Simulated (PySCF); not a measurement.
Species: C₃H₅NOSi.
Atom-mapped SMILES: `[O:1]=[CH:2][C:3]1=[N:4][SiH2:5][CH2:6]1` (hydrogens: H7 on C2; H8, H9 on Si5; H10, H11 on C6)

Level of theory: PBE0-D3(BJ)/def2-SVP geometry optimisation, gas phase (PySCF 2.14.0).

Question: What internal coordinates does the optimisation give?

Answer: 
```json
{"bond": "O1=C2", "length (Å)": "1.202"}
{"bond": "C2–C3", "length (Å)": "1.498"}
{"bond": "C3=N4", "length (Å)": "1.290"}
{"bond": "N4–Si5", "length (Å)": "1.811"}
{"bond": "Si5–C6", "length (Å)": "1.900"}
{"bond": "C3–C6", "length (Å)": "1.518"}
{"bond": "C2–H7", "length (Å)": "1.118"}
{"bond": "Si5–H8, Si5–H9", "length (Å)": "1.490"}
{"bond": "C6–H10, C6–H11", "length (Å)": "1.101"}
```

Bonds in one row agree within 0.01 Å and their mean is given. A selection of angles:
```json
{"angle": "O1–C2–C3", "degrees": "122.7"}
{"angle": "O1–C2–H7", "degrees": "123.5"}
{"angle": "C3–C2–H7", "degrees": "113.8"}
{"angle": "C2–C3–N4", "degrees": "121.8"}
{"angle": "C2–C3–C6", "degrees": "124.6"}
{"angle": "N4–C3–C6", "degrees": "113.7"}
{"angle": "C3–N4–Si5", "degrees": "88.5"}
{"angle": "N4–Si5–C6", "degrees": "78.7"}
{"angle": "N4–Si5–H8", "degrees": "114.2"}
{"angle": "C6–Si5–H8", "degrees": "118.2"}
{"angle": "H8–Si5–H9", "degrees": "110.2"}
{"angle": "Si5–C6–H10", "degrees": "119.2"}
{"angle": "C3–C6–Si5", "degrees": "79.1"}
{"angle": "C3–C6–H10", "degrees": "113.8"}
{"angle": "H10–C6–H11", "degrees": "108.5"}
```

Torsions: O1–C2–C3–N4 -179° (antiperiplanar); C2–C3–N4–Si5 180° (antiperiplanar); C3–N4–Si5–C6 0° (synperiplanar); N4–Si5–C6–C3 0° (synperiplanar); C2–C3–C6–Si5 180° (antiperiplanar).

The 4-membered ring C3–N4–Si5–C6 has internal angles of 78.7° to 113.7° (sum 360°, against 360° for a flat polygon); it is planar, 0.00 Å rms from its mean plane, widest ring torsion 0°. Si5 (SiH2 silicon) has angles from 78.7° to 118.2°. The 6 heavy atoms lie in one plane (0.006 Å rms).

Point group: Cs (tolerance 0.08 Å). No PBE0-D3(BJ)/def2-SVP frequencies stand behind this structure, so it isn't proved a minimum. The numbers are those of one conformer.
